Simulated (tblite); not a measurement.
Species: CH6BCl2Ga.
Atom-mapped SMILES: `[CH3:1][GaH-:2]1[Cl+:3][BH2-:4][Cl+:5]1` (hydrogens: H6, H7, H8 on C1; H9 on Ga2; H10, H11 on B4)

Computed with GFN2-xTB (tblite), gas phase: L-BFGS steps from a force-field or distance-geometry start until the largest atomic force falls under 0.01 eV/Å.

Step 4: E = -458.3540 eV
```
atom  x, y, z in Å  |  force x, y, z in eV/Å
C1     -2.2284   -0.1386   -0.0612   -0.046   0.020   0.042
Ga2    -0.3369    0.4960   -0.1408    0.236  -0.263  -0.022
Cl3     1.1331   -0.5582    1.3746    0.098   0.366  -0.259
B4      2.3218   -0.2827   -0.0909   -0.079   0.011  -0.010
Cl5     1.1234   -0.7208   -1.5132    0.136   0.358   0.192
H6     -2.5713   -0.6125   -0.9808   -0.042  -0.064  -0.013
H7     -2.8547    0.7379    0.1241   -0.154  -0.053   0.011
H8     -2.3647   -0.8373    0.7638   -0.128  -0.117   0.034
H9     -0.0482    2.0290   -0.2478    0.252  -0.022   0.008
H10     3.2647   -0.9886   -0.0552   -0.264  -0.136   0.010
H11     2.5667    0.8784   -0.1586   -0.011  -0.100   0.008
```

Step 5: E = -458.3742 eV
```
atom  x, y, z in Å  |  force x, y, z in eV/Å
C1     -2.2291   -0.1384   -0.0579   -0.182   0.004   0.034
Ga2    -0.3292    0.4877   -0.1425    0.164  -0.172  -0.013
Cl3     1.1445   -0.5388    1.3871    0.005   0.304  -0.337
B4      2.3134   -0.2837   -0.0906   -0.001   0.064  -0.019
Cl5     1.1375   -0.7061   -1.5304    0.033   0.321   0.287
H6     -2.5744   -0.6165   -0.9781    0.012  -0.008   0.032
H7     -2.8665    0.7380    0.1237   -0.007  -0.179   0.002
H8     -2.3730   -0.8458    0.7630   -0.085  -0.015  -0.010
H9     -0.0338    2.0278   -0.2471    0.221  -0.093   0.008
H10     3.2483   -0.9942   -0.0551   -0.178  -0.187   0.017
H11     2.5678    0.8729   -0.1580    0.019  -0.037   0.000
```

Step 6: E = -458.3945 eV
```
atom  x, y, z in Å  |  force x, y, z in eV/Å
C1     -2.2325   -0.1391   -0.0539   -0.214  -0.031   0.017
Ga2    -0.3179    0.4751   -0.1445   -0.017  -0.023  -0.001
Cl3     1.1557   -0.5125    1.3906   -0.095   0.203  -0.277
B4      2.3052   -0.2835   -0.0908    0.099   0.102  -0.024
Cl5     1.1520   -0.6840   -1.5398   -0.076   0.228   0.246
H6     -2.5774   -0.6208   -0.9752    0.052   0.035   0.055
H7     -2.8793    0.7352    0.1237    0.102  -0.244   0.002
H8     -2.3832   -0.8548    0.7622   -0.045   0.067  -0.038
H9     -0.0144    2.0245   -0.2463    0.180  -0.175   0.007
H10     3.2280   -1.0041   -0.0547   -0.077  -0.228   0.024
H11     2.5693    0.8667   -0.1574    0.093   0.065  -0.011
```

Step 7: E = -458.4089 eV
```
atom  x, y, z in Å  |  force x, y, z in eV/Å
C1     -2.2373   -0.1410   -0.0511   -0.123  -0.058  -0.001
Ga2    -0.3101    0.4647   -0.1457   -0.203   0.105   0.009
Cl3     1.1607   -0.4900    1.3839   -0.151   0.109  -0.117
B4      2.3022   -0.2814   -0.0914    0.169   0.109  -0.022
Cl5     1.1597   -0.6634   -1.5375   -0.138   0.124   0.100
H6     -2.5787   -0.6234   -0.9731    0.054   0.036   0.034
H7     -2.8871    0.7296    0.1242    0.111  -0.204   0.010
H8     -2.3911   -0.8598    0.7617   -0.025   0.078  -0.026
H9      0.0027    2.0190   -0.2456    0.143  -0.215   0.006
H10     3.2123   -1.0156   -0.0539   -0.015  -0.227   0.025
H11     2.5722    0.8638   -0.1573    0.177   0.143  -0.020
```

Question: Estimate the geometry and energy of step 8. (The exact step hangs on the optimiser's Hessian estimate; all steps are aligned on step 7, rigid shifts and turns removed.)

Answer: E = -458.4203 eV, largest force 0.372 eV/Å
```
atom  x, y, z in Å  |  force x, y, z in eV/Å
C1     -2.2418   -0.1437   -0.0495    0.010  -0.075  -0.015
Ga2    -0.3085    0.4586   -0.1464   -0.324   0.183   0.016
Cl3     1.1604   -0.4721    1.3732   -0.156   0.039   0.052
B4      2.3041   -0.2777   -0.0925    0.188   0.096  -0.015
Cl5     1.1613   -0.6458   -1.5302   -0.151   0.038  -0.061
H6     -2.5786   -0.6246   -0.9719    0.033   0.008  -0.013
H7     -2.8907    0.7223    0.1251    0.051  -0.099   0.023
H8     -2.3971   -0.8617    0.7615   -0.018   0.036   0.011
H9      0.0175    2.0109   -0.2451    0.112  -0.208   0.003
H10     3.2012   -1.0283   -0.0527    0.008  -0.188   0.023
H11     2.5777    0.8649   -0.1576    0.248   0.168  -0.024
```

The energy changes by -0.0115 eV. The first-order estimate −F·Δx gives -0.0156 eV and the mean of the old and new forces, exact on a quadratic surface, -0.0114 eV. The step makes an angle of 54° with the force vector and moves no atom by more than 0.021 Å.

The cost below is that of the whole relaxation. The run took 0.66 s on Arm Neoverse N1, one thread, shared host with 64 logical CPUs at a one-minute load of 62.
